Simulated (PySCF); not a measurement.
# How methods differ on the excitation energy of Pb

Pb [Xe] 4f14 5d10 6s2 6p2 (3P) → Pb [Xe] 4f14 5d10 6s1 6p2 6d1 (high-spin determinant), as a difference of total energies. All numbers are calculated (PySCF 2.14, scalar relativity by spin-free X2C-1e, in aug-cc-pVQZ-DK3). Correlated levels: valence: [Xe] 4f14 5d10 frozen. The calculations carry no spin-orbit coupling.

```tsv
method	excitation energy (cm⁻¹)
UHF	91769
MP2 (valence)	97488
SCS-MP2 (valence)	99876
CCSD (valence)	97585
CCSD(T) (valence)	97492
```

Spin-orbit coupling is strong in these open shells (close to jj coupling). The scalar numbers leave it out and a first-order estimate fails, so it can dominate the gap to the real levels.

The upper state lies above the first ionisation limit.

The promoted electron is Rydberg-like, and one or two diffuse shells describe it only roughly, which tends to raise the upper state.

The coupled-cluster amplitudes are large for the upper state (T1 above 0.03 or a double amplitude above 0.15), so a single reference is strained.

The determinant of the upper state mixes LS terms, which raises its energy above the lowest term, most at the Hartree-Fock and MP2 levels.
